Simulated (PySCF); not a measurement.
# Br²⁺: ionisation energy

Br²⁺ [Ar] 3d10 4s2 4p3 (4S) → Br³⁺ [Ar] 3d10 4s2 4p2 (3P), as a difference of total energies. All numbers are calculated (PySCF 2.14, the non-relativistic Hamiltonian (point nucleus), in 6-31G* (5s4p3d, 32 functions)). Correlated levels: valence: [Ar] 3d10 frozen. The calculations carry no spin-orbit coupling.

```tsv
method	ionisation energy (eV)
UHF	34.749
BP86	35.392
MN15	35.495
MP2 (valence)	35.092
SCS-MP2 (valence)	34.970
CCSD (valence)	35.032
CCSD(T) (valence)	35.033
```

Problem. How much does correlation contribute at CCSD(T) (valence)?

Solution. 35.033 − (34.749) = 0.284 eV, measured against UHF.

These non-relativistic numbers lack the scalar-relativistic shift.

The reference lies between the lowest fine-structure levels, while these numbers refer to the centres of the terms.

Errors of the correlated levels include the incompleteness of this basis and the frozen core.

For comparison: 34.871 ± 0.019 eV (measured; NIST Atomic Spectra Database, ionization energies).
